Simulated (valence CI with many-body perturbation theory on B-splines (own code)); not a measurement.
## Pr²⁸⁺: electric-dipole lines

Computed by configuration interaction combined with many-body perturbation theory (CI+MBPT): three valence electrons over a frozen Dirac-Fock core [Ar] 3d10, a basis of 11 s, 11 p, 9 d, 7 f, 5 g, 2 h, 1 i functions for each j, with the one-electron correlation potential Σ1 (screened to all orders), the two-electron term Σ2, the three-electron term Σ3, Breit, model QED; selected single and double excitations, second order for the rest (own B-spline code, finite nucleus).

The last digits are not significant, and no measured levels were compared; by estimate large intervals hold to a few tenths of a per cent, small ones and those within an open d or f shell to about a per cent.

Lines 1 to 50 of 279 in falling wavelength, among levels below 322.53 eV, chosen from the strongest by gf and those to the six lowest levels. Wavelengths and rates use the calculated energies. Electric multipoles are in the length gauge, E1 and E2 with the static RPA response of the core. Weak lines are less certain than strong ones. Lines between different terms over intervals too small for the method are left out, as are lines whose strength nearly cancels. The highest levels of a list are the least certain.

Levels are named by their leading jj configuration (3d3/2^4 stands for four electrons in 3d with j = 3/2), which in mixed levels can hold well under half, so a name can repeat and another be missing. Letters in brackets count levels of one name in rising energy.

```tsv
λ vac (nm)	Upper	Lower	A (s⁻¹)	log gf	Branch %
38.74	(4s 4p1/2^2) J=1/2	(4s^2 4p3/2) J=3/2	5.39e+07	-2.62	0.7
24.83	(4p1/2 4p3/2 4d3/2) J=7/2	(4s 4p3/2 4d3/2) J=5/2 [b]	3.05e+09	-0.65	5.7
24.20	(4s 4p1/2 4f7/2) J=9/2	(4s^2 4f7/2) J=7/2	2.10e+09	-0.73	3.9
24.18	(4p1/2 4p3/2 4d5/2) J=7/2 [b]	(4s 4p3/2 4d5/2) J=5/2 [b]	3.35e+09	-0.63	2.2
23.41	(4s 4p1/2 4p3/2) J=3/2 [a]	(4s^2 4p3/2) J=3/2	7.00e+08	-1.64	72.4
23.14	(4s 4p1/2 4d5/2) J=7/2	(4s^2 4d5/2) J=5/2	3.00e+09	-0.71	4.3
22.93	(4p1/2 4p3/2^2) J=5/2	(4s 4p3/2^2) J=3/2	5.91e+09	-0.55	13.0
21.73	(4p1/2 4p3/2 4d5/2) J=9/2	(4s 4p3/2 4d5/2) J=7/2 [a]	5.15e+09	-0.44	9.2
21.25	(4s 4p1/2 4p3/2) J=5/2	(4s^2 4p3/2) J=3/2	5.09e+09	-0.68	100.0
20.45	(4s 4p1/2^2) J=1/2	(4s^2 4p1/2) J=1/2	8.13e+09	-0.99	99.3
20.40	(4p1/2 4p3/2 4d3/2) J=5/2 [a]	(4s 4p3/2 4d3/2) J=5/2 [a]	6.34e+09	-0.62	10.0
20.40	(4p1/2^2 4d5/2) J=5/2	(4s 4p1/2 4d5/2) J=5/2 [b]	6.83e+09	-0.59	6.3
20.35	(4p1/2 4p3/2 4d5/2) J=7/2 [b]	(4s 4p3/2 4d5/2) J=7/2 [b]	4.88e+09	-0.62	3.3
19.91	(4p1/2 4p3/2 4d3/2) J=7/2	(4s 4p3/2 4d3/2) J=7/2	5.43e+09	-0.59	10.2
19.69	(4p1/2^2 4p3/2) J=3/2	(4s 4p1/2 4p3/2) J=3/2 [b]	7.37e+09	-0.77	7.4
19.45	(4p1/2 4p3/2 4d5/2) J=5/2 [b]	(4s 4p3/2 4d5/2) J=7/2 [b]	9.78e+09	-0.48	3.1
19.40	(4p1/2 4p3/2^2) J=1/2	(4s 4p3/2^2) J=1/2	2.07e+10	-0.63	14.1
19.17	(4p1/2 4p3/2 4d5/2) J=3/2 [a]	(4s 4p3/2 4d5/2) J=5/2 [a]	1.15e+10	-0.60	4.9
19.09	(4p1/2 4p3/2 4d5/2) J=5/2 [a]	(4s 4p3/2 4d5/2) J=5/2 [a]	6.46e+09	-0.67	2.6
18.60	(4s 4p1/2 4p3/2) J=3/2 [b]	(4s^2 4p3/2) J=3/2	4.80e+09	-1.00	6.7
18.34	(4p1/2 4p3/2^2) J=3/2	(4s 4p3/2^2) J=5/2	1.42e+10	-0.54	10.7
18.17	(4p1/2 4p3/2^2) J=5/2	(4s 4p3/2^2) J=5/2	1.13e+10	-0.47	24.9
18.00	(4p1/2^2 4d3/2) J=3/2	(4s 4p1/2 4d3/2) J=5/2	1.94e+10	-0.42	26.4
17.96	(4p1/2 4p3/2 4d5/2) J=7/2 [a]	(4s 4p3/2 4d5/2) J=9/2	2.11e+10	-0.09	29.0
17.89	(4p1/2 4p3/2 4d5/2) J=9/2	(4s 4p3/2 4d3/2) J=7/2	4.29e+09	-0.69	7.7
17.83	(4p1/2^2 4d5/2) J=5/2	(4s 4p1/2 4d5/2) J=7/2	2.65e+10	-0.12	24.4
17.78	(4p1/2^2 4d5/2) J=5/2	(4s 4p1/2 4d3/2) J=3/2 [b]	7.75e+09	-0.66	7.1
17.77	(4p1/2^2 4d5/2) J=5/2	(4s 4p1/2 4d5/2) J=5/2 [a]	7.03e+09	-0.70	6.5
17.69	(4s 4p1/2 4p3/2) J=1/2	(4s^2 4p3/2) J=3/2	9.65e+09	-1.04	5.4
17.50	(4p1/2 4p3/2 4d5/2) J=5/2 [a]	(4s 4p3/2 4d3/2) J=7/2	1.15e+10	-0.50	4.6
17.39	(4p1/2^2 4p3/2) J=3/2	(4s 4p1/2 4p3/2) J=5/2	3.37e+10	-0.21	33.8
17.26	(4p1/2 4p3/2 4d5/2) J=9/2	(4s 4p3/2 4d5/2) J=9/2	1.67e+10	-0.13	29.8
16.91	(4p1/2^2 4d3/2) J=3/2	(4s 4p1/2 4d3/2) J=3/2 [a]	1.10e+10	-0.73	15.0
16.79	(4p1/2 4p3/2 4d3/2) J=5/2 [b]	(4s 4p3/2 4d3/2) J=7/2	1.38e+10	-0.46	3.8
16.51	(4p1/2 4p3/2 4d3/2) J=3/2 [b]	(4s 4p3/2 4d3/2) J=5/2 [a]	1.53e+10	-0.60	3.7
16.17	(4p1/2^2 4p3/2) J=3/2	(4s 4p1/2 4p3/2) J=3/2 [a]	1.01e+10	-0.80	10.2
15.20	(4s 4p1/2 4p3/2) J=3/2 [a]	(4s^2 4p1/2) J=1/2	2.67e+08	-2.43	27.6
15.15	(4p3/2^2 4d5/2) J=7/2	(4s 4p3/2 4d5/2) J=7/2 [a]	8.72e+09	-0.62	8.2
15.05	(4p1/2 4p3/2^2) J=3/2	(4s 4p1/2 4p3/2) J=1/2	1.33e+10	-0.74	10.1
14.95	(4p3/2^2 4d5/2) J=9/2	(4s 4p3/2 4d5/2) J=7/2 [b]	2.82e+10	-0.03	15.7
14.72	(4p3/2^2 4d3/2) J=7/2	(4s 4p3/2 4d5/2) J=7/2 [b]	7.87e+09	-0.69	2.7
14.61	(4s 4p3/2^2) J=5/2	(4s^2 4p3/2) J=3/2	1.13e+10	-0.66	100.0
14.52	(4p3/2^3) J=3/2	(4s 4p3/2^2) J=3/2	3.99e+10	-0.30	27.5
14.45	(4p1/2 4p3/2^2) J=3/2	(4s 4p1/2 4p3/2) J=3/2 [b]	1.66e+09	-1.68	1.3
14.44	(4p3/2^2 4d3/2) J=7/2	(4s 4p3/2 4d3/2) J=5/2 [b]	1.92e+10	-0.32	6.6
14.35	(4p1/2 4p3/2^2) J=5/2	(4s 4p1/2 4p3/2) J=3/2 [b]	1.04e+10	-0.72	22.9
14.06	(4p3/2^2 4d5/2) J=7/2	(4s 4p3/2 4d5/2) J=5/2 [a]	2.39e+10	-0.25	22.4
14.03	(4s 4p3/2 4d3/2) J=3/2 [b]	(4s^2 4d3/2) J=3/2	3.05e+10	-0.44	8.7
14.02	(4s 4p1/2 4f5/2) J=7/2	(4s 4p3/2 4d5/2) J=7/2 [a]	1.57e+10	-0.43	5.2
14.01	(4p1/2 4p3/2 4d5/2) J=5/2 [b]	(4s 4p1/2 4d5/2) J=3/2	2.56e+10	-0.35	8.2
```
